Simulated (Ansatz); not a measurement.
```xyz
8

Si    0.0000    0.0000   -1.2671
Si    0.0000    0.0000    1.2671
H     0.0000   -1.5158   -1.8249
H    -1.3128    0.7579   -1.8249
H     1.3128    0.7579   -1.8249
H     0.0000    1.5158    1.8249
H    -1.3128   -0.7579    1.8249
H     1.3128   -0.7579    1.8249
```

Basis set: 6-31G* (spherical functions). Frozen core: 10 orbitals. Charge 0, multiplicity 1.

Computed with Ansatz (development build ahead of 0.2.0); each method stands on the lowest determinant of its kind that the runs found. Restricted open shells among the atoms or ions are ROHF, correlated in semicanonical orbitals with singles.

(1) Give the atomization energy at this shape (free ground-state atoms in the same class of orbitals less the molecule, no zero-point energy) of singlet Si₂H₆ by RHF-MP2, RHF.

## Answers

(1)

```
 method  atomization energy
RHF-MP2            18.90 eV
    RHF            16.72 eV
```

Caution: no unrestricted run beside it, a lower state can exist; the shape is not the minimum.
